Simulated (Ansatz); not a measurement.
Species: [Ti(OH)4] (charge 0, multiplicity 1), formula H$_{4}$O$_{4}$Ti.

### Question
How many basis functions does Ansatz (a first-principles code) with frozen-core CCSD(T)/def2-TZVPP // TPSS-D3(BJ)/def2-SVP use, how many core orbitals are frozen, and how many electrons are correlated?

### Answer
244 basis functions and 9 frozen orbitals, which leaves 40 correlated electrons. Core time is of the order of minutes.
